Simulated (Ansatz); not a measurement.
A structure relaxed at B3LYP-D4/def2-SVP in Ansatz, charge 0, doublet:

```xyz
9

Li   -1.804   -0.747    2.179
Li    2.596   -1.243   -0.527
Li   -0.400   -1.484   -0.365
Li   -1.468    1.001   -2.574
Li   -0.084    3.014   -0.694
Li    1.018   -2.576    2.117
Li    0.822    0.356    1.276
Sn   -1.669    0.992    0.112
Sn    0.989    0.686   -1.522
```

Give its formula and point group.

the cluster Li7Sn2. Point group C2v (tolerance 0.1 Å).

Summarise the bond lengths by kind (pairs closer than 1.2 times the sum of covalent radii, bridged metal pairs left out).

10 × Li–Sn 2.69 to 2.82 Å; 7 × Li–Li 2.75 to 3.06 Å; 1 × Sn–Sn 3.13 Å.

In the def2 sets Sn takes a core potential; there is no spin–orbit coupling. The structure comes from a short search, and lower isomers may exist.
